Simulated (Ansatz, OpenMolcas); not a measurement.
## How basis sets differ on WO3 (tungsten trioxide)

The species is WO3 (4 atoms), meant as a singlet with charge 0. As SMILES, `[O]=[W](=[O])=[O]`. Geometry: relaxed at PBE0-D4/def2-TZVP.

Quantity: the vertical energy of the triplet above the singlet, in eV. The values are calculated.

| level | kind | program | value (eV) | CPU time (all runs) |
| --- | --- | --- | --- | --- |
| BLYP/ANO-RCC-MB (sfX2C) | GGA | Ansatz | 1.67 | 37 s |
| BLYP/ANO-RCC-VDZ (sfX2C) | GGA | Ansatz | 1.78 | 51 s |
| BLYP/def2-SVPD (core potential) | GGA | OpenMolcas | 2.03 | 2.1 min |
| BLYP/ANO-RCC-VDZP (sfX2C) | GGA | Ansatz | 1.77 | 49 s |

Spin-orbit coupling, which can split open shells on such heavy atoms by tenths of an eV, is left out. The values span 1.67 to 2.03 eV. CPU times are rough (shared hosts, several kinds of processor): they show what a rung costs within a factor of a few.
